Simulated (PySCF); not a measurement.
Ge(OMe)(OEt)(NH2)2, SMILES CC[O][Ge]([NH2])([NH2])[O]C, singlet at its GFN2-xTB optimised geometry (Å):

```
20

C     -0.9809    -1.0490     3.4461
C     -2.1333    -1.4490     2.5361
O     -1.6987    -2.0934     1.3564
Ge    -0.8640    -1.3713     0.0000
N      0.9613    -1.3713     0.0000
N     -1.3586    -2.4212    -1.3864
O     -1.4002     0.3268     0.0000
C     -0.8064     1.3766    -0.7292
H     -0.3578    -1.9142     3.6613
H     -1.3660    -0.6442     4.3786
H     -0.3750    -0.2904     2.9529
H     -2.7265    -0.5639     2.2866
H     -2.7785    -2.1766     3.0413
H      1.3547    -2.2968    -0.0929
H      1.4002    -0.9208     0.7921
H     -2.3483    -2.6145    -1.4437
H     -1.0273    -2.1310    -2.2952
H      0.2653     1.2236    -0.8670
H     -1.2767     1.4744    -1.7111
H     -0.9692     2.2968    -0.1640
```

Level of theory: PySCF with PBE0/def2-SVP. Cells within 0.4 Å of a nucleus heavier than hydrogen are left out (blank, or x).

Map of the log10 of the electron density (e/bohr³), floored at −4 on the plane z = 0.0 Å:

```
|00000000000000000000000000000|
|00000000000000000000000000000|
|00000000001110000000000000000|
|00000000122222100000000000000|
|00000001234443210000000000000|
|00000002345554321000000000000|
|00000012456665432100000000000|
|00000013456776432210000000000|
|00000013456776543210000000000|
|00000123456766554321000000000|
|00000234566666554321000000000|
|00001345677766554321000000000|
|000013567xx875543321100000000|
|000023568xx875433332210000000|
|000023567xx875444444321000000|
|00001345677765555555432000000|
|00001234567776666776542100000|
|00001234568997677887543100000|
|00001234579xx877xxx7643100000|
|00001234569xx877xx87643100000|
|00001234567886667887643100000|
|00001234556665556787543100000|
|00001234455555445666542100000|
|00001223444444334555431000000|
|00000122334333223343320000000|
|00000012223322111222100000000|
|00000001112211000000000000000|
|00000000000000000000000000000|
|00000000000000000000000000000|
```
Scale: ten equal steps from -4.00 (start of '0') to 0.361 (end of '9'), in the order '0123456789'; x runs from -4.50 to 4.50, y from -4.50 (bottom) to 4.50 (top).
